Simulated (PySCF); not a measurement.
A structure optimised at PBE-D3(BJ)/def2-SVP, used in a PySCF frequency run:

```
Al
P 1 2.3491
H 2 1.4416 1 93.34
H 2 1.4418 3 93.93 1 92.92
P 1 2.3491 2 119.84 3 -52.70
H 5 1.4416 1 93.34 2 52.70
H 5 1.4418 6 93.93 1 -92.92
P 1 2.3503 2 119.91 3 133.98
H 8 1.4421 1 92.54 2 39.64
H 8 1.4421 9 93.91 1 -92.72
```
Charge 0, spin multiplicity 1.

**Question.** Write its SMILES, formula and point group.

**Answer.** [PH2][Al]([PH2])[PH2], AlH₆P₃, Cs

**Question.** What are its rotational constants (standard atomic weights)?

**Answer.** 1.7908, 1.7796, 0.91033 GHz
